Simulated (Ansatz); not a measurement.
A calculation with Ansatz (development build ahead of 0.2.0).

```yaml
crystal:
  periodic: [false, false, false]
  atoms:
    - { symbol: C, position_ang: [0.0, 1.4, 0.0] }
    - { symbol: C, position_ang: [1.21244, 0.7, 0.0] }
    - { symbol: C, position_ang: [1.21244, -0.7, 0.0] }
    - { symbol: C, position_ang: [0.0, -1.4, 0.0] }
    - { symbol: C, position_ang: [-1.21244, -0.7, 0.0] }
    - { symbol: C, position_ang: [-1.21244, 0.7, 0.0] }
    - { symbol: C, position_ang: [2.42487, 1.4, 0.0] }
    - { symbol: C, position_ang: [3.63731, 0.7, 0.0] }
    - { symbol: C, position_ang: [3.63731, -0.7, 0.0] }
    - { symbol: C, position_ang: [2.42487, -1.4, 0.0] }
    - { symbol: H, position_ang: [0.0, 2.485, 0.0] }
    - { symbol: H, position_ang: [0.0, -2.485, 0.0] }
    - { symbol: H, position_ang: [-2.15207, -1.2425, 0.0] }
    - { symbol: H, position_ang: [-2.15207, 1.2425, 0.0] }
    - { symbol: H, position_ang: [2.42487, 2.485, 0.0] }
    - { symbol: H, position_ang: [4.57694, 1.2425, 0.0] }
    - { symbol: H, position_ang: [4.57694, -1.2425, 0.0] }
    - { symbol: H, position_ang: [2.42487, -2.485, 0.0] }
basis:
  gaussian: { orbitals: def2-TZVP }
magnetization:
  spin_polarized: true
hamiltonian:
  xc: pbe0
```

The input is written out in the form of the current development build from the run's settings.

Output:

| Quantity | Value |
| --- | --- |
| Converged | yes |
| Total energy | -385.55530 hartree |
| Spin squared of the determinant | 0.000 |
| Stability test | minimum |
